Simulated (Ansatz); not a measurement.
`[BH2][GaH][O]C` + `N=CCl` → `B/N=C\Cl` + `C[O][GaH2]`  (cleavage of the B–Ga bond)

Computed with Ansatz on PBE0-D4/def2-TZVP structures; ΔE is electronic, products minus reactants. CCSD(T)/CBS is the MP2 limit (def2-TZVPP, def2-QZVPP) plus CCSD(T) − MP2 in def2-TZVPP, frozen cores. This one scheme is used for every species. DFT in def2-TZVPP. For Ga outer-core shells are correlated without core-valence functions, which leaves a few kJ/mol of doubt a bond. Scalar relativity is left out up to krypton. Each species was taken in one conformer, which may not be the lowest.

| level | ΔE (kJ/mol) |
| --- | --- |
| ωB97X-V | -133.2 |
| BLYP | -152.7 |
| PBE0 | -142.2 |
| r2SCANh | -147.2 |

Question: What does CCSD(T)/CBS give? (Estimate.)

Answer: Ansatz gave: -128.8 kJ/mol. The listed levels differ from it by -4.4, -23.9, -13.4, -18.4 kJ/mol.

Question: What do rigid-rotor, harmonic-oscillator terms from PBE0-D4/def2-TZVP frequencies (298.15 K, 1 bar) make of the CCSD(T)/CBS value? (Best estimate.)

Answer: The calculation gave: ΔZPE = -4.0 kJ/mol, ΔH = -134.1 kJ/mol, ΔS = -9 J/(mol·K), ΔG = -131.5 kJ/mol.

Largest T1 diagnostic among the species: 0.015.

From PBE to PBE0 (25 % exact exchange), in def2-TZVPP and without D4, ΔE moves by +7.5 kJ/mol. At CCSD(T), def2-SVP lies −20.6 kJ/mol from the extrapolated value and def2-TZVPP −2.2 kJ/mol.

CCSD(T)/CBS has its own doubt, a few kJ/mol and more with outer-core shells, so smaller differences from it don't rank the levels.
